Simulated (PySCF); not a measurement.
Ca+: ionisation energy

Ca+ [Ar] 4s1 (2S) → Ca(2+) [Ar] (1S), as a difference of total energies. Calculation: PySCF 2.14, in x2c-QZVPPall with one added diffuse shell each of s, p, d, f type (12s8p5d4f, 89 functions); the spin-free X2C one-electron Hamiltonian (Gaussian nucleus). Correlated levels: valence and next inner shell: [Ne] frozen. The calculations carry no spin-orbit coupling.

```csv
method,ionisation energy (eV)
UHF,11.357
MP2 (valence and next inner shell),11.828
SCS-MP2 (valence and next inner shell),11.740
CCSD (valence and next inner shell),11.810
CCSD(T) (valence and next inner shell),11.841
```

Question: How much does correlation contribute at CCSD(T) (valence and next inner shell)?

Answer: 11.841 − (11.357) = 0.484 eV, measured against UHF.

Errors of the correlated levels include the incompleteness of this basis and the frozen core.

For comparison: 11.872 eV (measured; NIST Atomic Spectra Database, ionization energies).
